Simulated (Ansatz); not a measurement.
Job for Ansatz (a first-principles code): U-r2SCAN/cc-pV(T+d)Z on C2H8O3Si (SMILES CC[Si](O)(O)O), a point of a bond scan (R = 2.046 Å). Files ending in .json are basis or fitting sets from the Basis Set Exchange.

Ansatz 0.2 input:
```yaml
crystal:
  periodic: [false, false, false]
  atoms:
    - {symbol: C, position_ang: [-2.53219738, 0.19146873, 0.44071727]}
    - {symbol: C, position_ang: [-1.26221060, -0.46944078, 0.99427701]}
    - {symbol: Si, position_ang: [0.43088891, -0.03629444, -0.06986989]}
    - {symbol: O, position_ang: [0.73104536, 1.57673213, -0.17645259]}
    - {symbol: O, position_ang: [1.64473428, -0.84463593, 0.70054269]}
    - {symbol: O, position_ang: [0.32139261, -0.45404150, -1.65631513]}
    - {symbol: H, position_ang: [-2.44226495, 1.27915063, 0.43496842]}
    - {symbol: H, position_ang: [-2.72438659, -0.11988563, -0.58749570]}
    - {symbol: H, position_ang: [-3.40940383, -0.06714689, 1.03683551]}
    - {symbol: H, position_ang: [-1.09987100, -0.17063926, 2.03512256]}
    - {symbol: H, position_ang: [-1.38061844, -1.55766365, 1.02194723]}
    - {symbol: H, position_ang: [0.85933828, 2.05601117, 0.64490708]}
    - {symbol: H, position_ang: [2.53245206, -0.75301895, 0.34330061]}
    - {symbol: H, position_ang: [0.20477095, -1.38469850, -1.85898189]}
basis:
  gaussian:
    orbitals: cc-pV_T+d_Z.json
hamiltonian:
  xc: {name: r2SCAN}
magnetization: {spin_polarized: true, initial_magnetization: 0}
```

The log:

```
WARN ansatz: RAYON_NUM_THREADS=4 ignored (pool sized by the plan → 4); use --threads N
Functional definition: r2SCAN
integrals: 0.29 GiB planned
1607 factors; their error is unknown
mean field: 2.36 GiB planned
mean field evaluation 1: about -16206.3387 eV, gradient 7.6e1 eV
mean field evaluation 2: about -16177.4033 eV, gradient 1.1e2 eV
mean field evaluation 4: about -16226.3896 eV, gradient 6.7e0 eV
mean field evaluation 8: about -16226.5858 eV, gradient 2.0e-1 eV
mean field evaluation 16: about -16226.5505 eV, gradient 7.2e-4 eV
mean field -16226.55054311 eV, -596.3147337082 hartree, gradient 3.5e-5 eV, S^2 0.000000; 0 other end points of the search recorded, 0 dependent functions left out
reference -16226.55055780 eV, -596.3147342481 hartree; 29, 29 occupied and 272, 272 virtual orbitals, 1607 factors
Total energy: -16226.55055780 eV, -596.3147342481 hartree
```

Self-consistency was reached.

Cost: about 12 core-seconds (a rough figure).
